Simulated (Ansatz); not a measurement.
C4H8Si can be A, `C#CCC[SiH3]`, or B, `C#CC[SiH2]C`.

Isolated molecules relaxed with PBE0-D4/def2-TZVP in Ansatz; ΔE leaves out vibrations. CCSD(T)/CBS adds triple-zeta CCSD(T) − MP2 to the extrapolated MP2 energy (def2 sets, frozen cores). DFT in def2-TZVPP. B3LYP here is the variant with VWN-RPA as its local correlation; programs differ in this. Each species was taken in one conformer, which may not be the lowest.

A:

```xyz
13

C     0.068    3.060    0.773
C     0.351    1.941    0.441
C     0.658    0.577    0.042
C    -0.581   -0.325    0.010
Si   -0.203   -2.093   -0.503
H    -0.175    4.053    1.066
H     1.135    0.596   -0.944
H     1.404    0.167    0.731
H    -1.054   -0.337    0.997
H    -1.322    0.091   -0.679
H    -1.448   -2.905   -0.516
H     0.401   -2.117   -1.864
H     0.765   -2.709    0.446
```

B:

```xyz
13

C    -1.314   -1.353    1.860
C    -0.470   -0.540    1.590
C     0.516    0.439    1.198
Si    0.213    1.027   -0.580
C     0.225   -0.416   -1.761
H    -2.054   -2.071    2.120
H     1.525    0.017    1.263
H     0.488    1.306    1.866
H    -1.095    1.734   -0.620
H     1.286    2.003   -0.922
H     1.198   -0.913   -1.762
H    -0.532   -1.147   -1.470
H     0.012   -0.087   -2.781
```

Question: Which is lower in electronic energy at CCSD(T)/CBS, and by how much? (Best estimate.)

Answer: The calculation gave: B, by 12.5 kcal/mol.

Question: Give E(B) − E(A) in kcal/mol with HF/def2-TZVPP, B3LYP-D4, PBE0-D4, B3LYP, PBE-D4, CCSD(T)/def2-TZVPP, MP2/def2-TZVPP. (Best estimate.)

Answer: Computed: HF/def2-TZVPP -11.2, B3LYP-D4 -13.0, PBE0-D4 -13.1, B3LYP -12.5, PBE-D4 -13.1, CCSD(T)/def2-TZVPP -12.1, MP2/def2-TZVPP -12.9. None reverses the order clearly.

Largest T1 diagnostic: 0.011.

In def2-TZVPP, CCSD(T) changes the Hartree–Fock value by −0.9 kcal/mol (the triples alone add −0.1 kcal/mol) and MP2 by −1.7 kcal/mol.
